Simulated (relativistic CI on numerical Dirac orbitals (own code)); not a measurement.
# Hyperfine structure of Rb IX, mass number 87

Calculated at this level of theory: Dirac-Coulomb-Breit CI, orbitals from a KLI potential per configuration, a model potential for QED, unscaled Slater integrals (own radial code, finite nucleus).

CI space (outside the closed core [Ar]): 3d10 4s, 3d10 4p, 3d10 4d, 3d10 4f, 3d10 5s, 3d10 5p, 3d10 5d, 3d9 4s2, 3d10 6s, 3d9 4p2, 3d8 4s 4p2, 3d10 5f, 3d10 6p, 3d10 5g, 3d10 6d, 3d9 4s 4p. Levels of other configurations are missing.

Nuclear spin I = 3/2, μ = 2.75129 μN, Q = 0.1335 b (tables of Stone and Pyykkö). The electronic factors are computed for point nuclear moments, without core polarisation or the Bohr-Weisskopf and QED corrections.

| Level | E (cm⁻¹) | A (MHz) | B (MHz) |
| --- | --- | --- | --- |
| 3d10 4s 2S_1/2 | 0 | 81620 |  |
| 3d10 4p 2P°_1/2 | 158321 | 21410 |  |
| 3d10 4p 2P°_3/2 | 170356 | 3793 | 520 |
| 3d10 4d 2D_3/2 | 416169 | 1343 | 61.2 |
| 3d10 4d 2D_5/2 | 417865 | 566.7 | 84.9 |
| 3d10 5s 2S_1/2 | 570916 | 31470 |  |
| 3d10 5p 2P°_1/2 | 634694 | 8875 |  |
| 3d10 4f 2F°_7/2 | 635180 | 53.96 | 8.44 |

Levels with J = 0, under 50 % of one LS term, or S terms without an open s electron are left out. Small factors come from cancelling terms and can be off by tens of per cent or more.

At this charge configurations can still be misplaced by up to about 7 % of their energy.

Problem. Give the hyperfine levels of 3d10 4s 2S_1/2 relative to its centre of gravity.

Solution. With K = F(F + 1) − I(I + 1) − J(J + 1), E = AK/2: F = 1: -102000, F = 2: 61220 MHz.

LS names give the leading component of a level, which can be under half, so a name can repeat, a term be missing and a line seem to break the LS rules.
